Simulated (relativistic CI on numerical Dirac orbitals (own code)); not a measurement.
**Cu³⁺ in a cubic cluster: L2,3 absorption with charge transfer**

Computed with a charge-transfer multiplet model of a cubic metal-ligand cluster with up to 2 ligand holes, Slater and spin-orbit integrals from Dirac-Coulomb-Breit ions, Slater integrals scaled by 0.7. The ground state mixes d8 with configurations of k ligand holes L, whose averages lie at kΔ + k(k − 1)U_dd/2; a core hole lowers each added d electron by U_cd. 300 K, Lorentzian 0.4 eV and Gaussian 0.3 eV FWHM.

Atomic integrals in eV (Slater integrals scaled, ζ unscaled), ground: F2dd 9.683, F4dd 6.042, zeta_d 0.110; with the core hole: F2dd 9.683, F4dd 6.042, zeta_d 0.138, zeta_core 13.377, F2cd 6.178, G1cd 4.735, G3cd 2.694.

Cluster parameters (eV): Δ = 0.1, U_cd = 7.9, 10Dq = 1.05, 10Dq(ligand) = 1.4, V(eg) = 2.65, V(t2g) = -1.23, final-state hopping factor = 0.9.

| Case | n_d | d8 | d9L | d10L2 | S |
| --- | --- | --- | --- | --- | --- |
| U_dd = 4.8 eV | 8.63 | 0.44 | 0.49 | 0.07 | 1.00 |
| U_dd = 5.5 eV | 8.61 | 0.45 | 0.48 | 0.06 | 1.00 |
| U_dd = 6.2 eV | 8.59 | 0.46 | 0.48 | 0.06 | 1.00 |
| U_dd = 6.9 eV | 8.58 | 0.47 | 0.48 | 0.05 | 1.00 |
| U_dd = 7.6 eV | 8.57 | 0.48 | 0.48 | 0.04 | 1.00 |

Weights, n_d and S are thermal averages at 300 K. Photon energies count from the first peak over 30 % of the highest in each spectrum, which can be another peak from case to case. The parameters are a model scan and need not match a compound or its usual spin state. Peaks in eV (height, largest 100):
- U_dd = 4.8 eV: 0.0 (100), 5.0 (6), 5.5 (9), 6.1 (6), 7.1 (7), 20.2 (37), 26.2 (6)
- U_dd = 5.5 eV: 0.0 (100), 5.2 (7), 5.7 (5), 6.7 (6), 20.2 (35)
- U_dd = 6.2 eV: 0.0 (100), 5.0 (5), 6.5 (5), 20.3 (32)
- U_dd = 6.9 eV: 0.0 (100), 20.2 (30)
- U_dd = 7.6 eV: 0.0 (100), 20.2 (28), 20.6 (26)

For the case U_dd = 6.9 eV, Δ = 0.1 eV is smaller than U_dd = 6.9 eV, the charge-transfer side of the Zaanen-Sawatzky-Allen scheme. With the core hole the configuration with one ligand hole lies at Δ + U_dd − U_cd = -3.0, -2.3, -1.6, -0.9, -0.2 eV from the one without, in the order of the table; where this is negative the screened configuration lies lower, though the effective hopping of about 2.8 eV (from the holes of the mixed ground state) mixes the two strongly wherever it is as large as the gap.
